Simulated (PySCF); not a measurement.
GaN: frontier orbitals

CAM-B3LYP at R = 2.015 Å; basis Ga 6-31G(d,p), N 6-31G(d,p); no relativity; PySCF 2.14. State: ³Σ⁻ (triplet), unpaired electrons π ↑↑. Only the outer orbitals are listed, counted within each symmetry.

| spin | orbital | occ. | ε (eV) | on Ga (%) | main shells (%) |
| --- | --- | --- | --- | --- | --- |
| α | 8σ | 1 | -22.38 | 17 | 82 N s, 10 Ga d |
| α | 9σ | 1 | -11.80 | 65 | 64 Ga s, 29 N p |
| α | 4π | 1 | -9.99 | 7 | 92 N p |
| α | 4π | 1 | -9.99 | 7 | 92 N p |
| α | 10σ | 1 | -7.81 | 53 | 47 N p, 30 Ga s, 21 Ga p |
| α | 5π | 0 | -0.56 | 95 | 95 Ga p |
| α | 5π | 0 | -0.56 | 95 | 95 Ga p |
| α | 11σ | 0 | 1.61 | 101 | 94 Ga p |
| β | 8σ | 1 | -19.13 | 17 | 82 N s, 8 Ga s |
| β | 9σ | 1 | -11.21 | 71 | 70 Ga s, 20 N p, 9 N s |
| β | 10σ | 1 | -7.11 | 48 | 51 N p, 27 Ga p, 20 Ga s |
| β | 4π | 0 | -1.92 | 65 | 64 Ga p, 35 N p |
| β | 4π | 0 | -1.92 | 65 | 64 Ga p, 35 N p |
| β | 5π | 0 | 0.99 | 39 | 61 N p, 36 Ga p |

Question: Which are the highest filled and the lowest empty level, where do they sit, and how wide is the gap?

Answer: Highest filled β 10σ at -7.11 eV (in %: 51 N p, 27 Ga p, 20 Ga s); lowest empty β 4π at -1.92 eV (in %: 64 Ga p, 35 N p); the gap at CAM-B3LYP is 5.19 eV.

- bond order (Mayer): 1.06
- ⟨S²⟩: 2.008
- charge on Ga (Mulliken, basis-dependent): 0.27
- charge on Ga (Löwdin, basis-dependent): 0.19
- dipole moment (positive dipole means Ga(−)N(+)): -1.68 D
- polarisability along the bond: 44.2 bohr³
- polarisability across the bond: 48.3 bohr³

Shares are Mulliken populations and can fall outside 0 to 100 %.

Spin–orbit coupling is left out. The state is the lowest determinant that a PBE0 search found; another state may lie lower at other levels.
